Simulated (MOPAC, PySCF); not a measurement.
[Zn(OH)(CH3)], neutral singlet in the gas phase. 

Cartesian coordinates (Å):
```xyz
7

Zn    -0.0246     0.0029     0.0057
O     -0.6147    -1.6484    -0.3517
H     -0.7976    -2.1654     0.4536
C      0.6184     1.8068     0.2255
H      0.6335     2.3358    -0.7494
H      1.6489     1.8172     0.6352
H     -0.0331     2.3823     0.9141
```
Charge 0, spin multiplicity 1.

All levels are single points at this geometry (PBE-D3(BJ)/def2-SVP); Pople sets use spherical d functions. Orbital energies aren't observables, and empty levels follow the basis.

TPSSh-D3(BJ)/def2-TZVP in PySCF gives HOMO (eV) = -7.07.

Problem. Estimate the HOMO (eV) from each of these levels: B3LYP/3-21G in PySCF; B3LYP/6-31G* (LANL2DZ on Zn) in PySCF; SVWN5/6-31G* (LANL2DZ on Zn) in PySCF; HF/3-21G in PySCF; PM3 in MOPAC.

Solution. 
```tsv
level	HOMO (eV)
B3LYP/3-21G in PySCF	-6.94
B3LYP/6-31G* (LANL2DZ on Zn) in PySCF	-7.12
SVWN5/6-31G* (LANL2DZ on Zn) in PySCF	-5.92
HF/3-21G in PySCF	-10.66
PM3 in MOPAC	-11.19
```
